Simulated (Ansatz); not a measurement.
Consider the redistribution: `F[B]([AlH2])[SiH3]` + `[AlH2][O]B[SiH2][SiH3]` → `F[B]([AlH2])[O][AlH2]` + `[SiH3]B[SiH2][SiH3]`.

Program: Ansatz. Geometries: PBE0-D4/def2-TZVP. ΔE: electronic, gas phase. CCSD(T)/CBS is the MP2 limit (def2-TZVPP, def2-QZVPP) plus CCSD(T) − MP2 in def2-TZVPP, frozen cores. DFT in def2-TZVPP. B3LYP here is the variant with VWN-RPA as its local correlation; programs differ in this. Each species was taken in one conformer, which may not be the lowest.

`F[B]([AlH2])[SiH3]`:

Cartesian coordinates in Å:
```
F 0.079 -2.004 -0.848
B -0.043 -0.812 -0.266
Al -1.433 -0.554 1.380
Si 1.114 0.727 -0.968
H -2.939 -0.112 1.109
H -0.953 -0.719 2.889
H 2.024 1.151 0.137
H 1.930 0.435 -2.179
H 0.222 1.890 -1.254
```

`[AlH2][O]B[SiH2][SiH3]`:

Cartesian coordinates in Å:
```
Al -2.287 1.303 -1.783
O -0.688 0.867 -1.457
B 0.553 0.476 -1.171
Si 0.871 -1.179 -0.031
Si 1.007 -0.509 2.212
H -2.916 0.749 -3.117
H -3.000 2.227 -0.726
H 1.479 1.147 -1.556
H -0.252 -2.158 -0.136
H 2.140 -1.883 -0.375
H 1.243 -1.663 3.122
H -0.263 0.154 2.620
H 2.115 0.468 2.397
```

`F[B]([AlH2])[O][AlH2]`:

Z-matrix (Å, degrees):
```
B
Al 1 2.154
O 1 1.336 2 123.5
F 1 1.348 2 119.5 3 180.0
H 2 1.592 1 121.3 3 -89.9
H 2 1.592 1 121.3 3 88.5
Al 3 1.695 1 162.3 2 -179.2
H 7 1.576 3 117.1 1 90.5
H 7 1.576 3 117.1 1 -92.9
```

`[SiH3]B[SiH2][SiH3]`:

Z-matrix (Å, degrees):
```
Si
B 1 2.005
H 1 1.490 2 113.3
H 1 1.495 2 105.6 3 -117.8
H 1 1.489 2 113.5 3 124.3
Si 2 1.975 1 121.6 3 -136.1
H 2 1.197 1 118.9 3 38.5
Si 6 2.361 2 98.5 1 86.1
H 6 1.489 2 117.7 1 -158.4
H 6 1.489 2 115.0 1 -26.8
H 8 1.487 6 110.2 2 -56.9
H 8 1.487 6 110.5 2 63.2
H 8 1.488 6 109.8 2 -176.7
```

```csv
level,ΔE (kJ/mol)
B3LYP,-35.4
HF/def2-QZVPP,-40.8
```

Q: What does CCSD(T)/CBS give? (Best estimate.)

A: The calculation gave: -42.4 kJ/mol. The listed levels differ from it by 7.0, 1.6 kJ/mol.

Largest T1 diagnostic among the species: 0.015.

From PBE to PBE0 (25 % exact exchange), in def2-TZVPP and without D4, ΔE moves by −3.9 kJ/mol. The D4 term adds −3.3 kJ/mol with B3LYP and −1.7 kJ/mol with PBE0; it sums over pairs of atoms, weighted by their polarisabilities, and B3LYP, whose exchange is more repulsive, gets the larger term.
